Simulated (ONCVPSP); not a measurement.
**neodymium (Nd): variants of one ONCV potential**

Base potential:

* Element: neodymium (Nd)
* Generator: ONCVPSP 4.0.1
* Type: optimised norm-conserving Vanderbilt (ONCV)
* Functional: PBE
* Relativity: scalar-relativistic
* Frozen core: [Kr] 4d10 4f3
* Valence charge: 11
* Reference configuration: 5s2 5p6 5d1 6s1 (charge +1)
* Partial waves: 5s+6s: rc 2.60 bohr, ncon 4, nbas 8, qcut 6 1/bohr, 2 projectors; 5p: rc 2.05 bohr, ncon 4, nbas 7, qcut 6 1/bohr, 2 projectors, debl 3 Ha; 5d: rc 2.45 bohr, ncon 4, nbas 9, qcut 3.5 1/bohr, 2 projectors, debl 3 Ha
* Local potential: polynomial inside 1.45 bohr (lpopt 5, dvloc0 0 Ha)
* Core correction: Teter function, fcfact 2.75, rcfact 1.3

Cutoffs, loose and tight: the cutoffs (Ha) at which the residual kinetic energy of the hardest occupied pseudo-wave falls to 1 and 0.1 mHa per electron. They do not see the model core or the augmentation charge, which bear on the density cutoff. Test errors are all-electron minus pseudo excitation energies from the reference, over the configurations 5s2 5p6 5d1 6s2; 5s2 5p6 5d1 6s0; 5s2 5p6 5d0 6s0; 5s2 5p6 5d1.5 6s1.5. A dash means not determined; rows that change the core or the reference have their own tests.

| change | outcome | cutoff, loose | cutoff, tight | bound ghosts | GHOST(+) flags above zero | largest test error (meV) |
| --- | --- | --- | --- | --- | --- | --- |
| base | generated | 13 Ha | 31 Ha | none | s | -28 |
| d: rc 1.78 | generated | 13 Ha | 16 Ha | none | s | -32 |
| d: rc 2 | generated | 13 Ha | 16 Ha | none | s | -32 |
| d: rc 2.38 | generated | 13 Ha | 32 Ha | none | s | -29 |
| d: rc 2.58 | generated | 13 Ha | 30 Ha | none | s, d | -24 |
| d: rc 3.02 | generated | 13 Ha | 16 Ha | none | s, d | -3.5 |
| d: rc 3.18 | generated | 13 Ha | 16 Ha | none | s, d | +8.8 |
| d: rc 3.58 | generated | 13 Ha | 16 Ha | none | s, d | +50 |

Reading the sweep of the d radius (base included, trends over the rows without a ghost): The loose cutoff stays near 13 Ha. The median size of the test errors (rows with all tests solved) is not monotonic: lowest 1.7 meV at 3.18 bohr, highest 3.0 meV at 3.58 bohr.
